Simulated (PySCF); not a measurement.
Vertical excitations of a molecule C₂H₆F₂OSi from TDA-PBE/def2-SVPD run with PySCF 2.14.0, as energy in eV (oscillator strength): 5.29 (0.005), 5.78 (0.007), 6.20 (0.006), 6.73 (0.008), 6.89 (0.018), 7.09 (0.024), 7.14 (0.022), 7.19 (0.019), 7.35 (0.003), 7.56 (0.004). Lowest triplet (TDA): 5.08 eV. Geometry: TPSSh-D3(BJ)/def2-SVP. The values are those of a single conformer.

Problem. Identify the compound among the candidates.
A. C[C@H](O)[SiH](F)F
B. OC[Si@H](F)CF
C. CC(F)(F)[SiH2]O
D. CO[Si@@H](F)CF

Solution. B, OC[Si@H](F)CF
